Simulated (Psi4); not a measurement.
## AlClF2 (SMILES [F][Al]([F])[Cl]): name the method

AlClF2: 4 atoms, total charge 0, spin state singlet. As SMILES, `[F][Al]([F])[Cl]`. The shape is that of a PBE0-D4/def2-TZVP optimisation.

```xyz
4

F     0.9972    0.7218    1.1496
Al    0.0693   -0.0508    0.0536
F     0.2735   -1.6538   -0.1647
Cl   -1.3400    0.9828   -1.0386
```

Orbital energies are those of the mean-field step.

A calculation with Psi4 1.11 gave:

```yaml
total_energy: -901.7759 Eh
dipole_moment: 0.51 D
HOMO_energy: -9.68 eV
LUMO_energy: -1.99 eV
HOMO–LUMO_gap: 7.69 eV
```

Problem. Which of these levels gave the numbers?
A. HF/STO-3G
B. OMP2/def2-SVPD (density fitting for correlation)
C. HSE06/def2-SVPD
D. B3LYP/6-31G* (Cartesian functions)

Solution. C. The others give -900.7660 Eh (OMP2/def2-SVPD (density fitting for correlation)), -889.8489 Eh (HF/STO-3G), -902.5261 Eh (B3LYP/6-31G* (Cartesian functions)).
